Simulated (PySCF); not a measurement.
## Low-lying terms of Cl⁷⁺ (chlorine, charge +7)

Ground state [Ne], ¹S. Calculation: PySCF 2.14, in aug-cc-pwCVTZ with one added diffuse shell each of s, p, d, f type (9s8p6d4f, 91 functions); no relativity, point nucleus. Vertical excitation energies in eV without spin-orbit coupling; excited terms of each kind are numbered among those the solver found. Frozen: nothing.

```
 term  leading excitation  EOM-EE-CCSD
1 3P°              2p → s       209.18
1 1P°              2p → s       210.74
 1 3S              2p → p       221.92
 1 3D              2p → p       224.59
 1 1D              2p → p       225.75
 1 1P              2p → p       225.99
 1 3P              2p → p       226.05
 1 1S              2p → p       234.22
2 3P°              2p → d       244.56
1 3F°              2p → d       245.57
1 1F°              2p → d       246.43
1 1D°              2p → d       247.02
 2 3S              2p → p       283.61
 2 1D              2p → p       284.34
```

The solver can miss terms.
